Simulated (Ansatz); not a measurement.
Molecule: B2H6, charge -2, multiplicity 1. It need not be the lowest isomer of its formula. 
Geometry from a B3LYP-D3(BJ)/def2-TZVP (Ansatz, a quantum-chemistry and plane-wave program) optimisation:
```
B
H 1 1.2675
H 1 1.2675 2 105.45
H 1 1.2675 2 105.45 3 -111.30
B 1 1.8134 2 113.24 3 124.35
H 5 1.2675 1 113.24 2 -180.00
H 5 1.2675 6 105.45 1 124.35
H 5 1.2675 6 105.45 7 111.30
```
Charge -2, spin multiplicity 1.

Basis-set convergence of Hartree-Fock and MP2 correlation energies (hartree) with Ansatz. Correlated levels leave the core frozen unless marked. Spin-orbit coupling is left out. No relativistic terms. This anion needs diffuse functions, which these sets lack.

```tsv
basis	functions	E(HF)	E(corr, MP2)
def2-SVP	58	-52.55571	-0.24852
def2-TZVPP	146	…	…
```

Problem. What belongs in the gaps?

Solution. 
- def2-TZVPP, E(HF): -52.62383
- def2-TZVPP, E(corr, MP2): -0.31169
